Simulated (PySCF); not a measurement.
C₆H₆OSe, SMILES Oc1ccccc1[SeH] (GFN2-xTB optimised geometry):

```
14

O     -1.344    -1.638     0.000
C     -0.703    -0.433     0.000
C     -1.383     0.774     0.000
C     -0.686     1.971     0.000
C      0.698     1.968     0.000
C      1.384     0.767     0.000
C      0.693    -0.433     0.000
Se     1.649    -2.088     0.001
H     -2.299    -1.503     0.001
H     -2.465     0.773     0.001
H     -1.229     2.903     0.000
H      1.243     2.899     0.000
H      2.465     0.751     0.000
H      0.467    -2.903     0.001
```

Computed with PBE0/def2-TZVP (PySCF).

Problem. What are the frontier orbital energies and the dipole moment?

Solution. HOMO-2 -8.24 eV, HOMO-1 -6.98 eV, HOMO -6.01 eV, LUMO -0.38 eV, LUMO+1 0.05 eV; dipole moment 2.47 D.

Meta-Löwdin charges at PBE0/def2-TZVP: O1 -0.48, C2 0.21, C3 -0.18, C4 -0.12, C5 -0.14, C6 -0.12, C7 -0.13, Se8 0.02, H9 0.35, H10 0.12, H11 0.13, H12 0.13, H13 0.13, H14 0.09.
